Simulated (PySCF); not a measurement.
C₃H₂Cl₃F₃.
SMILES with atom numbers: `[F:1][C:2]([F:3])([F:4])[C@@H:5]([Cl:6])[CH:7]([Cl:8])[Cl:9]` (hydrogens: H10 on C5; H11 on C7)

The calculation used PySCF, TDDFT B3LYP/def2-SVPD, vertical, gas phase, core orbitals frozen in the response. One conformer (not necessarily the lowest) at the PBE0-D3(BJ)/def2-SVP geometry, without solvent, vibrations or thermal averaging. Torsions of this conformer, `[F:1][C:2]([F:3])([F:4])[C@@H:5]([Cl:6])[CH:7]([Cl:8])[Cl:9]`: F1–C2–C5–Cl6 -175°, C2–C5–C7–Cl8 -67°.

Kohn–Sham orbitals with the atoms that hold most of them (Löwdin shares over 4%, at most four atoms; ? is withheld):

```json
{"orbital": "LUMO+2", "ε (eV)": "-0.07", "atoms": "Cl8 32%, Cl6 26%, C7 15%, C5 12%"}
{"orbital": "LUMO+1", "ε (eV)": "-0.35", "atoms": "Cl9 27%, C7 19%, Cl6 14%, Cl8 12%"}
{"orbital": "LUMO", "ε (eV)": "-1.17", "atoms": "Cl9 25%, Cl8 19%, C7 19%, Cl6 18%"}
{"orbital": "HOMO", "ε (eV)": "?", "atoms": "?"}
{"orbital": "HOMO-1", "ε (eV)": "-9.01", "atoms": "?"}
{"orbital": "HOMO-2", "ε (eV)": "-9.06", "atoms": "Cl6 42%, Cl9 37%, Cl8 7%, C5 5%"}
{"orbital": "HOMO-3", "ε (eV)": "-9.23", "atoms": "Cl6 64%, Cl9 11%, C5 9%, C7 6%"}
```

Q: Give the leading atoms of the HOMO-1.

A: Cl8 (bonded to C) 52%; Cl9 (bonded to C) 19%; Cl6 (bonded to C) 12%; C7 (bonded to C, 2 Cl and H) 8%. By element: chlorine 83%, carbon 8% or more.

Q: Give the leading atoms of the HOMO.

A: Cl8 (bonded to C) 48%; Cl9 (bonded to C) 31%; Cl6 (bonded to C) 13%.

Q: What is the HOMO energy, and the HOMO–LUMO gap?

A: ε(HOMO) = -8.95 eV; the gap is 7.78 eV (0.2860 hartree).

Q: How does S1 compare with the orbital gap of 7.78 eV?

A: S1 is at 6.65 eV (f = 0.0006), 1.13 eV below the gap, made of HOMO-1→LUMO (75%), HOMO-2→LUMO (17%). Its leading pair isn't HOMO and LUMO; the energies of that pair differ by 7.84 eV. Without the coupling terms of the response equations the lowest excitation would equal the gap.

Q: Give energy, strength and leading configuration of S1 and S2, and follow the Löwdin shares of the leading atoms from the occupied to the empty orbital.

A: 
- S1 (6.65 eV, f 0.0006), HOMO-1→LUMO (75%): Cl8 52% → 19%, Cl9 19% → 25%
- S2 (6.70 eV, f 0.015), HOMO→LUMO (83%): Cl8 48% → 19%, Cl9 31% → 25%

Löwdin shares depend on the basis, the more so with diffuse functions.
